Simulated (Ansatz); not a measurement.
Cost and result for the atomization energy of CH₆OSSi (`OC([SiH3])S`) (10 atoms, 9 bonds).

Z-matrix (Å, degrees):
```
C
Si 1 1.905
S 1 1.793 2 107.2
O 1 1.419 2 112.3 3 120.8
H 1 1.097 2 109.0 3 -116.0
H 2 1.485 1 110.6 3 75.2
H 2 1.484 1 110.0 3 -47.3
H 2 1.490 1 106.7 3 -165.9
H 3 1.345 1 97.6 2 -162.5
H 4 0.963 1 108.2 2 56.1
```

Charge 0, multiplicity 1. The structure was optimised at the PBE0-D4/def2-TZVP level. It is one conformer, not always the lowest. Program: Ansatz. All runs use 2 threads of an Arm Neoverse V1 on a shared host. Times are those of one run each, without the atoms' runs, and a repeat can differ threefold. Electronic energies, without spin–orbit coupling; frozen cores. CCSD(T)/CBS adds CCSD(T) − MP2 in def2-TZVPP to the MP2 limit, and its time is that of the two runs behind it. T1 = 0.012. B3LYP takes the VWN-RPA correlation (the form of Gaussian; ORCA's B3LYP/G). HSE06 is the plane-wave form, built on full-range PBE exchange.

CCSD(T)/CBS is a level of theory with its own doubt, some kJ/mol a heavy atom from the limit and from the frozen cores, so smaller differences don't rank the functionals.

| level | functions | wall time |
| --- | --- | --- |
| LDA (SPW92)/def2-TZVPP | 230 | 1.8 s |
| revPBE-D4/def2-TZVPP | 230 | 3 s |
| PBE-D4/def2-TZVPP (with forces) | 230 | 3.7 s |
| CCSD(T)/def2-SVP | 94 | 4 s |
| HSE06-D4/def2-TZVPP | 230 | 4.7 s |
| CAM-B3LYP-D4/def2-TZVPP | 230 | 4.8 s |
| r2SCAN-D4/def2-TZVPP (with forces) | 230 | 7 s |
| B3LYP-D4/def2-TZVPP (with forces) | 230 | 7 s |
| r2SCANh-D4/def2-TZVPP | 230 | 8 s |
| PBE-QIDH/def2-TZVPP | 230 | 8 s |
| MP2/def2-QZVPP | 434 | 29 s |
| CCSD(T)/def2-TZVPP | 230 | 2.1 min |
| CCSD(T)/CBS(def2) | – | 2.6 min |

(1) What atomization energy does each give, and how far from CCSD(T)/CBS? (An estimate is asked.)

Results:

(1) Ansatz gave: 
| level | atomization (kJ/mol) | difference from CCSD(T)/CBS | per bond |
| --- | --- | --- | --- |
| LDA (SPW92)/def2-TZVPP | 3732.4 | 475.4 | 52.8 |
| revPBE-D4/def2-TZVPP | 3217.7 | -39.3 | -4.4 |
| PBE-D4/def2-TZVPP (with forces) | 3290.3 | 33.3 | 3.7 |
| CCSD(T)/def2-SVP | 3025.7 | -231.3 | -25.7 |
| HSE06-D4/def2-TZVPP | 3235.7 | -21.3 | -2.4 |
| CAM-B3LYP-D4/def2-TZVPP | 3252.7 | -4.3 | -0.5 |
| r2SCAN-D4/def2-TZVPP (with forces) | 3252.2 | -4.8 | -0.5 |
| B3LYP-D4/def2-TZVPP (with forces) | 3240.1 | -16.9 | -1.9 |
| r2SCANh-D4/def2-TZVPP | 3230.7 | -26.3 | -2.9 |
| PBE-QIDH/def2-TZVPP | 3208.6 | -48.4 | -5.4 |
| MP2/def2-QZVPP | 3247.6 | -9.4 | -1.0 |
| CCSD(T)/def2-TZVPP | 3160.4 | -96.6 | -10.7 |
| CCSD(T)/CBS(def2) | 3257.0 | 0.0 | 0.0 |

From r2SCAN to r2SCAN0 (25 % exact exchange), in def2-TZVPP and without D4, the atomization energy moves by −53.0 kJ/mol: exact exchange takes away binding that semilocal exchange gives to molecules. The D4 term adds +34.2 kJ/mol with B3LYP and +17.7 kJ/mol with PBE0; it sums over pairs of atoms, weighted by their polarisabilities, and B3LYP, whose exchange is more repulsive, gets the larger term. In def2-TZVPP, CCSD(T) changes the Hartree–Fock value by +866.7 kJ/mol (the triples alone add +49.2 kJ/mol) and MP2 by +896.6 kJ/mol; breaking electron pairs costs correlation energy, which Hartree–Fock lacks.
